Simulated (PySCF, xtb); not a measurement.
CH₅BFN, SMILES NB(F)C. One conformer was computed; it need not be the lowest.

Harmonic wavenumbers (cm⁻¹) from GFN2-xTB (xtb) at its own minimum, in rising order: 60, 294, 381, 397, 536, 581, 758, 834, 870, 880, 1233, 1371, 1391, 1487, 1495, 1527, 3027, 3042, 3054, 3505, 3561.

**Question.** What does ωB97X-D3(BJ)/def2-SVP (PySCF 2.14.0) give at its own minimum? (The exact figures need the calculation; the answer reports its results.)

**Answer.** 111, 323, 416, 445, 484, 611, 771, 855, 898, 908, 1265, 1387, 1400, 1449, 1466, 1608, 3066, 3153, 3170, 3647, 3758. Paired by order, the mean absolute difference is 55 cm⁻¹ and the zero-point energies are 43.3 and 44.6 kcal/mol.
